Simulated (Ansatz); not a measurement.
A geometry relaxed with B3LYP-D3(BJ)/def2-TZVP in Ansatz (a program for electronic structure), charge 0, multiplicity 1:

```xyz
8

H     -1.3152     0.1023    -1.0249
C      1.0172    -0.2807     0.0934
H     -2.1371    -0.6552     0.3722
O     -0.1149    -0.8322     0.3997
C     -1.2861    -0.0607     0.0528
H     -1.2677     0.8949     0.5775
H      3.0248     0.6247    -0.4136
C      2.0789     0.2069    -0.1791
```

Write the SMILES of this molecule.

`C#COC`
